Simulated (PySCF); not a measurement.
# What a mistake does to a calculation on B2H5OSi

These are calculations, not measurements. The program is PySCF 2.14.0, an open-source quantum chemistry code, run on an isolated molecule that a program drew, which may never have been made. The molecule is B2H5OSi (charge 0, doublet), drawn as the SMILES string `BB(O)[SiH2]`.

Each row is a Hartree-Fock (HF) and frozen-core CCSD(T) single point in the cc-pV(D+d)Z basis, meant for a local HF minimum. Run 1 is clean. Each other run has one planted mistake out of seven kinds, and not every kind appears here: one electron removed, one electron added, multiplicity raised by two, geometry at a saddle point, minimal basis STO-3G, one bond length entered in bohr, all coordinates scaled. The reference is restricted for singlets and unrestricted otherwise, and also for a bond in bohr. Adding or removing an electron swaps singlet and doublet. Electrons count all cores. HOMO and LUMO are orbital energies over both spins, the gradient is its largest component, and the lowest frequency (negative if imaginary) is given only where the gradient is small. Bond lengths are over the 8 bonds as drawn. T1 is the CCSD diagnostic: over 0.02 (restricted) or 0.045 (unrestricted) a single reference is doubtful.

Geometry of the clean run:
```xyz
9
B2H5OSi, angstrom
B     0.0771    0.0360    0.6722
B     0.6660   -1.5574    0.8235
O     0.6116   -2.5535   -0.1003
Si    1.5355   -2.0817    2.6011
H    -0.9765    0.3710    1.1470
H     0.7349    0.9020    0.1564
H     0.1927   -2.3190   -0.9148
H     1.9067   -0.9606    3.5027
H     2.6524   -3.0557    2.5337
```

| run | electrons | basis functions | <S^2> | HOMO (eV) | LUMO (eV) | gradient (hartree/bohr) | lowest frequency (cm^-1) | mean bond (Å) | longest bond (Å) | T1 | HF (hartree) | CCSD(T) (hartree) | mistake |
|---|---|---|---|---|---|---|---|---|---|---|---|---|---|
| 1 | 37 | 90 | 0.764 | -8.31 | 1.04 | 3.1e-05 | 132 | 1.4292 | 2.047 | 0.0174 | -416.05116 | -416.54795 | no fault |
| 2 | 37 | 90 | 1.605 | -8.77 | 0.68 | 1.8e-02 | - | 1.5344 | 2.047 | 0.0498 | -415.93444 | -416.42162 | one bond length entered in bohr |
| 3 | 36 | 90 | 0.000 | -15.96 | -6.59 | 4.3e-02 | - | 1.4292 | 2.047 | 0.0206 | -415.77763 | -416.26495 | one electron removed |
| 4 | 37 | 90 | 0.763 | -8.16 | 1.25 | 1.5e-01 | - | 1.2977 | 1.859 | 0.0159 | -415.96965 | -416.45837 | all coordinates scaled |
| 5 | 37 | 29 | 0.758 | -5.58 | 5.98 | 5.6e-02 | - | 1.4292 | 2.047 | 0.0183 | -411.04921 | -411.24182 | minimal basis STO-3G |
| 6 | 37 | 90 | 3.781 | -6.91 | -1.08 | 6.5e-02 | - | 1.4292 | 2.047 | 0.0227 | -415.92932 | -416.42559 | ? |

**Which mistake was planted in run 6, and what did it cost?**

Electrons, basis and geometry are unchanged, and <S^2> is 3.781, beside S(S+1) = 3.75 for a multiplicity of 4. So the mistake is: multiplicity raised by two. Subtracting run 1 and multiplying by 627.51 kcal/mol a hartree, the energy moved by 76.5 kcal/mol in HF and 76.8 kcal/mol in CCSD(T).

Cautions from the logs. Run 2: T1 is over the limit, so its CCSD(T) energy is less reliable; run 3: T1 is over the limit, so its CCSD(T) energy is less reliable.
